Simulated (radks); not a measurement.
Neutral magnesium is in [Ne] 3s2. All-electron calculation, scalar-relativistic Kohn-Sham, LDA (Slater exchange, Perdew-Wang correlation), spin-polarised, spherical densities, finite nucleus; Fermi nuclear charge, rms radius of each element as measured or else 0.836 A^(1/3) + 0.57 fm. Program: a radial shooting solver on a logarithmic mesh with Libxc functionals. Open shells are filled with parallel spins first. One electron is removed from 2p, 2s, 1s, 3s in turn, with full relaxation. Which removal costs least, and what does each cost?

Answer. 3s 7.737 eV; 2p 57.988 eV; 2s 90.254 eV; 1s 1302.9 eV. The 3s electron leaves first.
